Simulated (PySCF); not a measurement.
Gas-phase equilibrium of 1 mol GeCl4, 52 mol H2 at 2500 K and 1.00 bar, among 17 species (GeH4, Ge2H6, GeH3Cl, HCl, GeCl3, H, H2, Ge3H8, GeHCl3, GeH3, GeCl4, Cl, Cl2, GeCl2, GeHCl, GeH2, GeH2Cl2). Only gases are allowed; each row takes one source of thermochemistry for all species, and Cantera finds the minimum.

Method: PySCF energies plus ideal-gas RRHO corrections (1 bar). † marks an energy on the PBE0/def2-TZVP geometry and frequencies; other levels use their own. CCSD(T) freezes the core. 6-31G* has spherical d functions here. Open shells (unrestricted) among the columns below: H (multiplicity 2), GeH3 (multiplicity 2), Cl (multiplicity 2, electronic degeneracy 6); the rest are closed-shell singlets. Spin-orbit splitting is ignored; it lowers the true energy and changes the entropy of Cl. B3LYP is the form with VWN-RPA correlation. Ge: all electrons, no relativistic terms. GeH3, GeHCl, GeH2: computed as isolated molecules; such fragments, hydroxides, amides, oligomers or adducts are transient or little studied in the gas. CCSD(T) isn't extrapolated to the basis-set limit. The harmonic model lacks anharmonicity and excited electronic states, which grow with temperature; levels with a mode under 35 cm⁻¹ are left out.

Molecules larger than those listed are left out, and so are free Ge atoms, whose spin-orbit terms are large.

Mole fractions:

| thermochemistry | x H2 | x H | x HCl | x Cl | x GeCl2 | x GeHCl | x GeH2 | x GeH3 |
|---|---|---|---|---|---|---|---|---|
| B3LYP/6-31G* | 0.92 | 0.025 | 0.039 | 0.0030 | 0.014 | 0.0040 | 0.00053 | 1.6e-6 |
| CCSD(T)/def2-SVP† | 0.89 | 0.046 | 0.048 | 0.0029 | 0.0073 | 0.0071 | 0.0036 | 2.8e-5 |
| HF/6-31G* | 0.59 | 0.35 | 0.015 | 0.031 | 0.0034 | 0.0069 | 0.0047 | 6.2e-5 |
| HF/def2-TZVP† | 0.64 | 0.30 | 0.025 | 0.021 | 0.0049 | 0.0069 | 0.0038 | 6.4e-5 |
| PBE/def2-SVP | 0.89 | 0.048 | 0.041 | 0.00074 | 0.013 | 0.0043 | 0.00075 | 5.6e-6 |
The most sensitive of these is Cl: it spans a factor of 10^1.6 over these rows; at this temperature one factor of ten is RT ln 10 = 48 kJ/mol.
